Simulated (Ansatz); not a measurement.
The same ligand exchange along the group F, Cl, Br.

Isolated molecules relaxed with PBE0-D4/def2-TZVP in Ansatz; ΔE leaves out vibrations. CCSD(T)/CBS adds triple-zeta CCSD(T) − MP2 to the extrapolated MP2 energy (def2 sets, frozen cores). This one scheme is used for every species. DFT in def2-TZVPP. For Br, Ga outer-core shells are correlated without core-valence functions, which leaves a few kJ/mol of doubt a bond. Scalar relativity is left out up to krypton. One conformer a species, not always the lowest.

```tsv
reaction	CCSD(T)/CBS(def2) (eV)
`[OH][Ga]([F])[F]` + NH₃ → `[NH2][Ga]([F])[F]` + H₂O	?
`[OH][Ga]([Cl])[Cl]` + NH₃ → `[NH2][Ga]([Cl])[Cl]` + H₂O	0.06
`[OH][Ga]([Br])[Br]` + NH₃ → `[NH2][Ga]([Br])[Br]` + H₂O	0.07
```

(1) Fill in the missing values. (An estimate is asked.)

Largest T1 diagnostic: 0.015, for `[OH][Ga]([F])[F]`.

## Answers

(1) The calculation gave: `[OH][Ga]([F])[F]` + NH₃ → `[NH2][Ga]([F])[F]` + H₂O: +0.04 eV.
